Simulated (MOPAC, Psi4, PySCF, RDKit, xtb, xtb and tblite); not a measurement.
Torsional profile of SMILES FC(F)(F)[SiH2]CBr (C₂H₄BrF₃Si). Scanned: dihedral C2–Si5–C6–Br7; all other coordinates were relaxed at GFN2-xTB. Points at φ and −φ are mirror images.

Geometry of the scan point at -40° (Å):
```
11

F      2.4581     1.1291     0.3525
C      1.6211     0.0762     0.2235
F      2.1963    -0.7477    -0.6656
F      1.6391    -0.5577     1.4109
Si    -0.1502     0.6954    -0.3119
C     -1.4343    -0.6630     0.0689
Br    -0.7451    -2.4516    -0.3503
H     -0.4075     1.8832     0.4967
H     -0.0240     0.9061    -1.7511
H     -2.3385    -0.5380    -0.5208
H     -1.7091    -0.6946     1.1221
```

- GFN2-xTB (xtb and tblite)
- MMFF94 // GFN2-xTB (RDKit)
- PBE/def2-SVP // GFN2-xTB (Psi4)
- PBE-D3(BJ)/def2-SVP // GFN2-xTB (Psi4)
- MP2/cc-pVTZ = DF-MP2 (frozen core)/cc-pVTZ // GFN2-xTB run with Psi4
- HF/cc-pVTZ // GFN2-xTB (Psi4)
- UFF // GFN2-xTB (RDKit)
- PM6, restricted, heats of formation // GFN2-xTB (MOPAC)
- AM1, restricted, heats of formation // GFN2-xTB (MOPAC)
- GFN1-xTB // GFN2-xTB (xtb)
- RKS-B3LYP/6-31G* = restricted B3LYP/6-31G*, spherical d, density fitting // GFN2-xTB (PySCF 2.14.0)
- RKS-B3LYP/LANL2DZ = restricted B3LYP/LANL2DZ, with its core potentials past Ne // GFN2-xTB (PySCF)
- RHF/LANL2DZ = PySCF 2.14.0 with restricted Hartree-Fock/LANL2DZ, with its core potentials past Ne // GFN2-xTB
- RKS-M06-2X/6-31G* = restricted M06-2X/6-31G*, spherical d, density fitting // GFN2-xTB run with PySCF

Least-squares fit of E(φ) = a0 + Σ (a_n cos nφ + b_n sin nφ), n = 1 to 4, to the 18 scan points, in kcal/mol above the lowest point of each profile (levels whose profile four harmonics don't fit are not listed):

```tsv
method	a0	a1	b1	a2	b2	a3	b3	a4	b4	rms of fit
GFN2-xTB	2.51	1.92	0.00	0.19	0.00	0.76	0.00	-0.05	0.00	0.02
MMFF94	2.67	1.97	0.00	0.49	0.00	1.17	0.00	-0.04	0.00	0.05
PBE/def2-SVP	1.94	0.97	0.00	0.03	0.00	1.00	0.00	-0.09	0.00	0.06
PBE-D3(BJ)/def2-SVP	1.80	0.82	0.00	0.05	0.00	1.04	0.00	-0.08	0.00	0.06
MP2/cc-pVTZ	2.23	1.16	0.00	0.18	0.00	1.19	0.00	-0.08	0.00	0.01
HF/cc-pVTZ	2.59	1.65	0.00	0.18	0.00	1.04	0.00	-0.09	0.00	0.02
UFF	1.47	0.67	0.00	0.23	0.00	1.04	0.00	-0.01	0.00	0.08
PM6	1.81	1.17	0.00	0.05	0.00	0.63	0.00	-0.06	0.00	0.01
AM1	1.68	1.43	0.00	0.10	0.00	0.31	0.00	-0.05	0.00	0.02
GFN1-xTB	1.74	0.83	0.00	0.38	0.00	1.18	0.00	-0.12	0.00	0.04
RKS-B3LYP/6-31G*	1.92	1.12	0.00	0.01	0.00	0.77	0.00	-0.09	0.00	0.04
RKS-B3LYP/LANL2DZ	1.97	1.28	0.00	0.13	0.00	0.79	0.00	-0.05	0.00	0.02
RHF/LANL2DZ	2.36	1.64	0.00	0.19	0.00	0.85	0.00	-0.06	0.00	0.02
RKS-M06-2X/6-31G*	1.74	0.87	0.00	0.06	0.00	0.92	0.00	-0.04	0.00	0.02
```

MMFF94 has few fitted parameters for silicon.
